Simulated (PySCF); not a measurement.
Compound: C₅H₆BN.
Atom-mapped SMILES: `[BH2:1][NH:2][CH2:3][C:4]#[C:5][C:6]#[CH:7]` (hydrogens: H8, H9 on B1; H10 on N2; H11, H12 on C3; H13 on C7)

Torsions of this conformer, `[BH2:1][NH:2][CH2:3][C:4]#[C:5][C:6]#[CH:7]`: B1–N2–C3–C4 121°.

The closed-shell ground state was solved at several levels (PySCF, density fitting, gas phase, non-relativistic). Geometry: GFN2-xTB, one conformer, isolated molecule.

| level | basis functions | HOMO (eV) | LUMO (eV) | gap (eV) | dipole (D) |
| --- | --- | --- | --- | --- | --- |
| PBE0/def2-SVPD | 188 | -7.43 | -0.91 | 6.52 | 1.46 |
| PBE0/pcSseg-1 | 149 | -7.45 | -0.89 | 6.56 | 1.54 |

Estimate the row for B3LYP/pcJ-1, a basis of 249 functions; the other rows only guide the guess.

HOMO -7.22 eV, LUMO -1.07 eV, gap 6.15 eV, dipole 1.57 D.

Over all these levels, which gives the widest orbital gap and which the narrowest?

PBE0/pcSseg-1 (global hybrid, 25 % exact exchange) has the widest, 6.56 eV, and B3LYP/pcJ-1 (global hybrid, 20 % exact exchange) the narrowest, 6.15 eV. Functional and basis both differ between the two, so the spread mixes both effects.

How far do the dipole and the HOMO energy spread over the levels?

The dipole runs from 1.46 to 1.57 D (mean 1.52 D) and the HOMO from -7.45 to -7.22 eV.
